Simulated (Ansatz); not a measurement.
```yaml
crystal:
  periodic: [false, false, false]
  atoms:
    - {symbol: Ti, position_ang: [-0.256323, -0.182823, 2.621480]}
    - {symbol: Ti, position_ang: [-0.548867, 0.006188, -2.471009]}
    - {symbol: Ti, position_ang: [-1.886281, 1.803150, 0.363108]}
    - {symbol: Ti, position_ang: [-1.943105, -1.777214, -0.027573]}
    - {symbol: Ti, position_ang: [1.610857, 2.383495, -0.461166]}
    - {symbol: Ti, position_ang: [1.599463, -1.321971, 0.084805]}
    - {symbol: O, position_ang: [-3.655494, -2.374578, -0.043359]}
    - {symbol: O, position_ang: [-1.951648, -1.317262, -1.954720]}
    - {symbol: O, position_ang: [-1.081045, -3.300783, 0.134340]}
    - {symbol: O, position_ang: [-1.866282, -1.316717, 1.990232]}
    - {symbol: O, position_ang: [-1.336965, 0.442003, -4.047380]}
    - {symbol: O, position_ang: [-3.041232, 3.103104, 0.811509]}
    - {symbol: O, position_ang: [-1.744926, 1.522172, -1.559082]}
    - {symbol: O, position_ang: [-1.074082, 1.295497, 1.883376]}
    - {symbol: O, position_ang: [-2.960464, 0.207566, 0.287383]}
    - {symbol: O, position_ang: [0.740907, -0.998386, -3.087004]}
    - {symbol: O, position_ang: [-0.088656, -0.645591, -0.320607]}
    - {symbol: O, position_ang: [2.596046, -1.691489, -1.584316]}
    - {symbol: O, position_ang: [1.406628, -3.208377, -0.100800]}
    - {symbol: O, position_ang: [0.717130, -1.809721, 1.966632]}
    - {symbol: O, position_ang: [-0.669297, -0.339517, 4.364329]}
    - {symbol: O, position_ang: [3.064714, -1.003025, 1.341413]}
    - {symbol: O, position_ang: [0.760109, 1.559264, -2.153020]}
    - {symbol: O, position_ang: [-0.263980, 3.034714, -0.112376]}
    - {symbol: O, position_ang: [2.648690, 3.595411, -1.281636]}
    - {symbol: O, position_ang: [2.477496, 0.625233, -0.425785]}
    - {symbol: O, position_ang: [1.445038, 0.543922, 2.646074]}
    - {symbol: O, position_ang: [1.966937, 2.611772, 1.253559]}
    - {symbol: H, position_ang: [-4.337353, -1.678339, -0.119963]}
    - {symbol: H, position_ang: [-2.801465, -1.254770, -2.425342]}
    - {symbol: H, position_ang: [-0.071292, -3.455282, -0.044260]}
    - {symbol: H, position_ang: [-2.088863, -2.079644, 2.557142]}
    - {symbol: H, position_ang: [-0.957799, 0.014462, -4.838626]}
    - {symbol: H, position_ang: [-3.679333, 3.468861, 0.170478]}
    - {symbol: H, position_ang: [-1.298349, 2.313915, -1.929566]}
    - {symbol: H, position_ang: [-3.116665, -0.026458, 1.234103]}
    - {symbol: H, position_ang: [1.571718, -1.385803, -2.570038]}
    - {symbol: H, position_ang: [3.167497, -0.904186, -1.695466]}
    - {symbol: H, position_ang: [1.899015, -3.493824, -0.897222]}
    - {symbol: H, position_ang: [0.085777, -2.536647, 1.777371]}
    - {symbol: H, position_ang: [-0.018752, -0.133596, 5.059516]}
    - {symbol: H, position_ang: [3.163250, -1.791416, 1.910973]}
    - {symbol: H, position_ang: [1.519013, 1.341300, -2.731236]}
    - {symbol: H, position_ang: [-0.167115, 3.579149, 0.697047]}
    - {symbol: H, position_ang: [3.295746, 4.145718, -0.802531]}
    - {symbol: H, position_ang: [3.199844, 0.574290, 0.240051]}
    - {symbol: H, position_ang: [2.214659, -0.040841, 2.321252]}
    - {symbol: H, position_ang: [1.755121, 1.897094, 1.967901]}
basis:
  gaussian: {orbitals: "6-31G*", final_grid: {core_spheres: 1, valence_spheres: 1, degree: 5}}
hamiltonian: {xc: {name: r2SCAN}}
scf: {omitted_lower_state_checks: [starts]}
output: {forces: true}
```

```sh
$ ansatz run in.yaml --threads 2 --pin off --events-out ev --progress --plain --max-ram 32768MiB --backend cuda --devices 0, --max-vram 18GiB
```

It prints (some lines left out):

```
Functional definition: r2SCAN
6342 factors; their error is unknown
mean field evaluation 1: about -183942.2608 eV, gradient 2.5e2 eV
mean field evaluation 2: about -180628.1784 eV, gradient 1.3e3 eV
mean field evaluation 4: about -183672.2583 eV, gradient 4.9e2 eV
mean field evaluation 8: about -183814.4497 eV, gradient 2.4e2 eV
mean field evaluation 16: about -183886.9575 eV, gradient 1.4e-1 eV
mean field -183887.02279279 eV, -6757.7234445344 hartree, gradient 2.7e-5 eV, S^2 0.000000; 0 other end points of the search recorded, 0 dependent functions left out
reference -183887.02279864 eV, -6757.7234447491 hartree; 164, 164 occupied and 422, 422 virtual orbitals, 6342 factors
Total energy: -183887.02279864 eV, -6757.7234447491 hartree
Atom 0 force     0.689602     0.030384     3.303643 eV/Å
Atom 1 force    -4.306199     7.637492    -6.653092 eV/Å
Atom 2 force    -1.497167    -5.697767    -0.565108 eV/Å
Atom 3 force    -2.981733   -10.000255    -2.025577 eV/Å
Atom 4 force    -0.060317     2.216616     5.968384 eV/Å
Atom 5 force    -0.217665    -5.033593    -3.077618 eV/Å
Atom 6 force     0.767052    11.834493    -1.991285 eV/Å
Atom 7 force     1.481817     4.536715     1.292009 eV/Å
Atom 8 force     1.555958     6.902065    -1.113911 eV/Å
Atom 9 force     0.673262    -5.059526     3.318285 eV/Å
Atom 10 force     4.832000   -10.156338     1.282471 eV/Å
Atom 11 force    -0.729401    -0.406635    -3.392220 eV/Å
Atom 12 force     6.462683     3.231100    -0.132593 eV/Å
Atom 13 force     2.128406     1.315040    -6.324548 eV/Å
Atom 14 force     3.421661    -1.138857     7.418040 eV/Å
Atom 15 force    -2.210078    -0.971018     3.517400 eV/Å
Atom 16 force     6.310522    -5.852779     2.624461 eV/Å
Atom 17 force     0.564825     9.385246     6.772125 eV/Å
Atom 18 force     4.616458     5.899997    -6.547250 eV/Å
Atom 19 force    -4.861494     4.785626    -2.859745 eV/Å
Atom 20 force     3.589879     1.956262    -2.237329 eV/Å
Atom 21 force    -6.360159    -8.600724     1.722221 eV/Å
Atom 22 force     5.144426    -0.299945    -2.072946 eV/Å
Atom 23 force    -2.436950    -0.461887     4.960492 eV/Å
Atom 24 force     2.564958     0.274318     7.725489 eV/Å
Atom 25 force     4.568277    -0.039315     4.282418 eV/Å
Atom 26 force    -1.785933    -8.003097    -0.832046 eV/Å
Atom 27 force     0.900176    -6.154415    -6.115643 eV/Å
Atom 28 force     6.411187    -5.120367     0.813690 eV/Å
Atom 29 force     6.957513    -0.283641     4.532618 eV/Å
Atom 30 force    -6.307330     0.699469     2.302618 eV/Å
Atom 31 force     2.535635     6.179961    -5.348684 eV/Å
Atom 32 force    -2.475725     3.709295     6.907356 eV/Å
Atom 33 force     6.016726    -3.968433     4.719198 eV/Å
Atom 34 force    -2.040720    -6.583887     2.125614 eV/Å
Atom 35 force    -1.802100     2.837895    -5.402547 eV/Å
Atom 36 force    -4.948369     2.741445    -3.948898 eV/Å
Atom 37 force    -3.521637    -5.459849    -0.470296 eV/Å
Atom 38 force    -3.392495     2.772143     5.636405 eV/Å
Atom 39 force     5.222724     4.386916     1.044364 eV/Å
Atom 40 force    -5.056962    -1.694831    -4.971541 eV/Å
Atom 41 force     0.649525     4.735283    -3.623783 eV/Å
Atom 42 force    -6.632874     0.426698     4.021457 eV/Å
Atom 43 force     0.083296    -3.202634    -6.144132 eV/Å
Atom 44 force    -5.743887    -4.121406    -3.397779 eV/Å
Atom 45 force    -5.972465     1.948110    -4.470806 eV/Å
Atom 46 force    -4.391876     3.018777     3.187161 eV/Å
Atom 47 force     1.584972     4.849856    -5.758543 eV/Å
Dipole moment:    -0.066349     0.401663    -0.014421 e Å
Checks for a lower state left out: starts
```

What is wrong with this run?

The integration grid is far too coarse. Self-consistency was reached. The result belongs to that input, not to the species as meant.
